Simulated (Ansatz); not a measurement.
Reaction (formal exchange of groups at the In–C bond): `[CH3][InH][CH2]F` + BH₃ → `[BH2][InH][CH2]F` + CH₄

Computed with Ansatz on PBE0-D4/def2-TZVP structures; ΔE is electronic, products minus reactants. CCSD(T)/CBS adds triple-zeta CCSD(T) − MP2 to the extrapolated MP2 energy (def2 sets, frozen cores). This one scheme is used for every species. DFT in def2-TZVPP. B3LYP here is the variant with VWN-RPA as its local correlation; programs differ in this. def2 core potentials past Kr. For In outer-core shells are correlated without core-valence functions, which leaves a few kJ/mol of doubt a bond. Each species was taken in one conformer, which may not be the lowest.

CCSD(T)/CBS gives -19.2 kJ/mol.

Task: Another level gave -22.6 kJ/mol. Which?
A. PBE/def2-TZVPP
B. PBE0-D4/def2-TZVPP
C. SCS-MP2/def2-TZVPP
D. B3LYP-D4/def2-TZVPP

Result: D. B3LYP-D4 -22.6, PBE0-D4 -26.6, SCS-MP2/def2-TZVPP -13.8, PBE -31.2 kJ/mol.

Largest T1 diagnostic among the species: 0.014.

From PBE to PBE0 (25 % exact exchange), in def2-TZVPP and without D4, ΔE moves by +3.9 kJ/mol.
